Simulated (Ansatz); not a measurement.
Al7P7H20, a nanocrystal cut from zinc blende AlP (hydrogen-capped). The state is a singlet with charge 0. Geometry PBE-D4/def2-SVP; atoms count from 1.

Cartesian coordinates in Å:
```
Al 1.4151 -0.7112 3.4091
Al -2.0149 2.6504 -1.8951
Al -1.9256 -0.1048 1.3693
Al 1.5308 1.7765 0.3244
Al 3.3359 -1.7309 -0.0591
Al -0.0166 -1.1215 -2.0812
Al -0.1418 -3.6242 0.9859
P 0.0828 3.3238 -0.9338
P 0.1295 0.8843 2.0156
P 1.7880 -2.3552 1.6831
P -3.0502 1.6182 0.0130
P -1.3207 0.6975 -3.1127
P -1.2923 -1.7727 -0.1919
P 1.8802 -0.0477 -1.1489
H 0.3757 -1.2327 4.5164
H 2.7670 0.0637 3.7970
H -2.8535 3.7532 -2.6839
H -2.9666 -0.4957 2.5109
H 2.7938 2.6410 0.7685
H 4.5811 -0.8981 0.5192
H 3.5141 -2.8990 -1.1463
H 0.2150 -2.1906 -3.2401
H -1.0947 -3.9918 2.2249
H 0.2253 -4.6869 -0.1606
H -0.1943 4.4977 -0.1618
H 0.8164 3.9558 -1.9891
H -0.2130 1.9854 2.8665
H 2.5431 -3.3495 2.3936
H -3.5147 2.6909 0.8405
H -4.3285 1.1526 -0.4346
H -2.5014 0.1803 -3.7368
H -0.6721 1.1781 -4.2957
H -2.5145 -2.3137 -0.7089
H 2.6215 0.4767 -2.2576
```

Single mean-field runs in def2-TZVP are fitted with def2-universal-jkfit.

(1) Estimate the Mulliken populations of the heavy atoms from the PBE0/def2-TZVP orbitals of Ansatz.

(2) And the Mayer bond orders between heavy atoms (over 0.3)?

Answers

(1) 
```tsv
atom	charge (e)
Al1	0.23
Al2	0.32
Al3	0.30
Al4	0.30
Al5	0.23
Al6	0.30
Al7	0.23
P8	-0.24
P9	-0.33
P10	-0.35
P11	-0.24
P12	-0.24
P13	-0.33
P14	-0.33
```
Mulliken values depend strongly on the basis.

(2) Al1–P9 0.62 (2.48 Å); Al1–P10 0.78 (2.41 Å); Al2–P8 0.79 (2.40 Å); Al2–P11 0.79 (2.40 Å); Al2–P12 0.79 (2.40 Å); Al3–P9 0.85 (2.37 Å); Al3–P11 0.64 (2.46 Å); Al3–P13 0.85 (2.37 Å); Al4–P8 0.64 (2.46 Å); Al4–P9 0.85 (2.37 Å); Al4–P14 0.85 (2.37 Å); Al5–P10 0.78 (2.41 Å); Al5–P14 0.62 (2.48 Å); Al6–P12 0.64 (2.46 Å); Al6–P13 0.85 (2.37 Å); Al6–P14 0.85 (2.37 Å); Al7–P10 0.78 (2.41 Å); Al7–P13 0.62 (2.48 Å).
